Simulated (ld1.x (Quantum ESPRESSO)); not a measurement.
**Ho: excitation energies, all-electron against TM**

* Element: Ho (Z = 67)
* Generator: ld1.x (Quantum ESPRESSO) 7.5
* Type: norm-conserving Troullier–Martins (Kleinman–Bylander form)
* Functional: PBEsol
* Relativity: scalar-relativistic
* Frozen core: [Kr] 4d10
* Valence charge: 21
* Reference configuration: 4f11 5s2 5p6 5d0 6s2 6p0
* Partial waves: 5p (bound): rc 2.25 bohr; 5d (bound, empty): rc 2.85 bohr; 4f (bound): rc 0.75 bohr; 5s (bound): rc 1.45 bohr
* Local potential: the s channel
* Core correction: Bessel-smoothed model core inside 0.60 bohr

Occupied shells without a wave of their own: 6s. They enter only through the test configuration that unscreens the potential, and ld1.x also counts them in the model core charge.

Energies are relative to the spin-unpolarised reference configuration 4f11 5s2 5p6 5d0 6s2 6p0; without spin polarisation the order of configurations can differ from experiment.

ld1.x takes every shell without a wave as core, so the model core holds the 6s electrons as well and exchange and correlation see them twice. This cancels in the reference configuration, but the file is broken for other ones, and its errors say nothing about a proper core correction.

| valence configuration | charge | ΔE all-electron (eV) | error AE − PS (meV) |
| --- | --- | --- | --- |
| 4f11 5s2 5p6 5d0 6s1 6p0 | +1 | 6.323 | -252 |
| 4f11 5s2 5p6 5d0 6s0 6p0 | +2 | 18.019 | -1004 |
| 4f10 5s2 5p6 5d0 6s0 6p0 | +3 | 44.022 | -1378 |
| 4f9 5s2 5p6 5d0 6s0 6p0 | +4 | 89.281 | -2165 |
| 4f11 5s2 5p6 5d0 6s1 6p1 | 0 | 2.754 | -99 |
| 4f11 5s2 5p5 5d0 6s2 6p0 | +1 | 31.258 | -97 |
| 4f10 5s2 5p6 5d1 6s1 6p0 | +1 | 11.590 | -381 |

Levels in the configuration 4f10 5s2 5p6 5d1 6s1 6p0:

```
level  all-electron (eV)  pseudo (eV)
   4f            -15.920      -16.521
   5s            -60.974      -61.057
   5p            -35.681      -35.853
   5d             -8.229       -8.333
   6s             -9.685      -10.093
```

A Bessel basis up to 400 Ry misses an occupied level by 0.03 Ry, so cutoffs and ghosts were not judged.
